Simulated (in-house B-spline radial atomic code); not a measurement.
RPA and G0W0 for the neon ion Ne³⁺, [He] 2s2 2p3, highest spin, as one setting changes: the radius of a hard wall (bohr). Start: PBE. A dash marks a level of low quasi-particle weight. Computed with an all-electron radial atomic-structure program (B-spline basis): all electrons, non-relativistic, point nucleus, each spin shell either full or empty, empty states to l = 9 with an (l + 1/2)⁻⁴ tail; G0W0 by contour deformation at full frequency.

| radius of a hard wall (bohr) | mean-field level (eV) | G0W0 level (eV) | RPA correlation (Eh) |
| --- | --- | --- | --- |
| 2 | -79.72 | 2p up -94.12 | -0.36672 |
| 2.5 | -82.98 | 2p up -96.41 | -0.36601 |
| 3 | ? | ? | ? |
| 3.5 | ? | ? | ? |
| 4 | -83.74 | 2p up -96.73 | -0.36624 |
| 5 | -83.74 | 2p up -96.73 | -0.36622 |
| 6 | -83.74 | 2p up -96.73 | -0.3662 |
| 8 | -83.74 | 2p up -96.73 | -0.36617 |
| 12 | -83.74 | 2p up -96.73 | -0.36614 |

What belongs in the row for 3.5?

mean-field level (eV): -83.73; G0W0 level (eV): 2p up -96.74; RPA correlation (Eh): -0.36624.

What belongs in the row for 3?

mean-field level (eV): -83.62; G0W0 level (eV): 2p up -96.72; RPA correlation (Eh): -0.36619.
